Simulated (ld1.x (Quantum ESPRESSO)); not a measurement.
# iron (Fe): one change to an RRKJ potential, before and after

Fe (Z = 26), norm-conserving RRKJ (Kleinman–Bylander form), made with ld1.x (Quantum ESPRESSO) 7.5 (PBE, scalar-relativistic). Core [Ne] 3s2, reference 3p6 3d6.5 4s1.5 4p0. Waves: 4s (bound): rc 2.30 bohr; 3d (bound): rc 1.65 bohr; 3p (bound): rc 0.90 bohr. Local part: the p channel. Core correction: none. rho0 = 0.001.

Change: all radii scaled by about 1.34 (s 3.08, p 1.20, d 2.20 bohr).

Cutoffs: the cutoffs (Ry, on a coarse ladder) from which the occupation-weighted sum of valence levels, in a spherical-Bessel basis at the reference potential, stays within 10 and 1 mRy of its value at 400 Ry; they do not see the model core or the augmentation charge, which bear on the density cutoff. Errors are all-electron minus pseudo energies relative to the spin-unpolarised reference configuration.

Q: What does the change do?

A: The potential gets softer (140 Ry and 230 Ry → 70 Ry and 120 Ry); both files keep a bound ghost (s); the number of tests that count goes from 7 to 0. A larger radius leaves more room for a smooth pseudo-wave, so fewer plane waves are needed.

```tsv
quantity	base	changed
cutoff, loose	140 Ry	70 Ry
cutoff, tight	230 Ry	120 Ry
loose cutoff by channel (10 mRy a level)	s 6 Ry, d 60 Ry, p 80 Ry	s 6 Ry, d 35 Ry, p 55 Ry
bound ghosts	s	s
tests counted (converged, no solver errors)	7 of 7	0 of 7
```

Base: These tests converged, but a pseudo level misses the all-electron one widely, so the file describes the atom poorly there or has found another state: 3p6 3d4 4s0 4p0: empty 4s by 8.6 eV. ld1.x printed “convergence not achieved” for 3 of the counted tests; their residual had stalled under 1e-8, short of the target of 1e-14. Changed file: Tests not counted: all (the test run did not reproduce the reference configuration, from which every error is measured). A true bound ghost makes a file unfit for plane-wave use even where its test errors are small: the radial tests pick states by their node count and pass the ghost by. Where a test does run into it, the solver fails or the error is huge.
